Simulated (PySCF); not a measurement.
Isomers of C6H9F, one conformer each. Method used: core-valence-separated Tamm–Dancoff BHandHLYP/aug-pcX-1 (pcseg-1 on H) in PySCF, non-relativistic, gas phase, PBE0-D3(BJ)/def2-SVP geometry. Absolute energies from this functional tend to lie a few eV below measured edges; no shift was applied.

P. `C=C=CC[C@H](C)F`
Q. `C=C/C(=C/C)CF`

Main lines, eV (oscillator strength):
1. C K: 282.3 (0.057), 282.5 (0.062), 282.8 (0.048), 282.9 (0.061), 285.6 (0.007); F K: 684.7 (0.025), 686.4 (0.007), 687.6 (0.005)
2. C K: 283.1 (0.065), 283.2 (0.056), 283.2 (0.064), 283.4 (0.058), 285.4 (0.008); F K: 685.5 (0.031), 686.3 (0.005)
Listed: the first five lines at most of each edge with a tenth or more of its strongest line's intensity; roots within 0.03 eV on the same or equivalent atoms are summed. Only the lowest roots were sought, and the top ones are left out.

Which spectrum belongs to which isomer?

1 = Q, 2 = P.
- P: first C line listed at 283.1 eV, hole on the central carbon of cumulated double bonds; first F line listed at 685.5 eV, hole on the alkyl fluorine.
- Q: first C line listed at 282.3 eV, hole on the terminal =CH2 carbon (1s→π*); first F line listed at 684.7 eV, hole on the alkyl fluorine.

What are the ground-state energies of the isomers at BHandHLYP/aug-pcX-1 (pcseg-1 on H), relative to the lowest?

P 42.0, Q 0.0 kJ/mol (electronic energies on these geometries, no dispersion or zero-point terms).
